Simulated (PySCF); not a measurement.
Isomers of C7H17OP, mass 148.102 u with the commonest isotopes. Method used: PBE0/pcSseg-1 in PySCF (dipole) on a GFN2-xTB geometry, gas phase. One conformer each, none proved a minimum here; rigid rotors.

Task: Order these by rotational constant C, largest first.
A. `[CH3:1][O:2][CH2:3][CH2:4][PH:5][CH2:6][CH:7]([CH3:8])[CH3:9]` with C1–O2–C3–C4 -174°, O2–C3–C4–P5 37°, C3–C4–P5–C6 180°, C4–P5–C6–C7 -179°, P5–C6–C7–C8 178°
B. `[CH3:1][CH2:2][C@@H:3]([CH3:4])[P@@H:5](=[O:6])[CH:7]([CH3:8])[CH3:9]` with C1–C2–C3–C4 -63°, C2–C3–P5–O6 43°, C3–P5–C7–C8 170°
C. `[CH3:1][CH2:2][CH2:3][P@@:4]([CH3:5])(=[O:6])[CH:7]([CH3:8])[CH3:9]` with C1–C2–C3–P4 -173°, C2–C3–P4–C5 -77°, C3–P4–C7–C8 -176°

Result: B (774.1 MHz), C (715.5 MHz), A (465.6 MHz).

Task: Order these by out-of-plane moment Σ m c² = (Ia + Ib − Ic)/2, largest first.
A. `[CH3:1][CH2:2][C@@H:3]([CH3:4])[P@@H:5](=[O:6])[CH:7]([CH3:8])[CH3:9]` with C1–C2–C3–C4 -63°, C2–C3–P5–O6 43°, C3–P5–C7–C8 170°
B. `[CH3:1][CH2:2][CH2:3][P@@:4]([CH3:5])(=[O:6])[CH:7]([CH3:8])[CH3:9]` with C1–C2–C3–P4 -173°, C2–C3–P4–C5 -77°, C3–P4–C7–C8 -176°
C. `[CH3:1][O:2][CH2:3][CH2:4][PH:5][CH2:6][CH:7]([CH3:8])[CH3:9]` with C1–O2–C3–C4 -174°, O2–C3–C4–P5 37°, C3–C4–P5–C6 180°, C4–P5–C6–C7 -179°, P5–C6–C7–C8 178°

Result: B (83.23 u·Å²), A (76.08 u·Å²), C (21.96 u·Å²).

Task: Order these by radius of gyration √(Σ m r²/M), smallest first.
A. `[CH3:1][CH2:2][CH2:3][P@@:4]([CH3:5])(=[O:6])[CH:7]([CH3:8])[CH3:9]` with C1–C2–C3–P4 -173°, C2–C3–P4–C5 -77°, C3–P4–C7–C8 -176°
B. `[CH3:1][O:2][CH2:3][CH2:4][PH:5][CH2:6][CH:7]([CH3:8])[CH3:9]` with C1–O2–C3–C4 -174°, O2–C3–C4–P5 37°, C3–C4–P5–C6 180°, C4–P5–C6–C7 -179°, P5–C6–C7–C8 178°
C. `[CH3:1][CH2:2][C@@H:3]([CH3:4])[P@@H:5](=[O:6])[CH:7]([CH3:8])[CH3:9]` with C1–C2–C3–C4 -63°, C2–C3–P5–O6 43°, C3–P5–C7–C8 170°

Result: C (2.219 Å), A (2.309 Å), B (2.734 Å).

```
                    SMILES  point group  Ia (u·Å²)  Ib (u·Å²)  Ic (u·Å²)      κ  μa (D)  μb (D)  μc (D)
      CCC[P@@](C)(=O)C(C)C           C1     227.37     645.42     706.33  -0.91    0.30    3.31    1.88
CC[C@@H](C)[P@@H](=O)C(C)C           C1     225.68     579.33     652.85  -0.87    0.20    3.48    1.32
               COCCPCC(C)C           C1     142.25     987.14    1085.46  -0.97    1.25    1.01    0.50
```
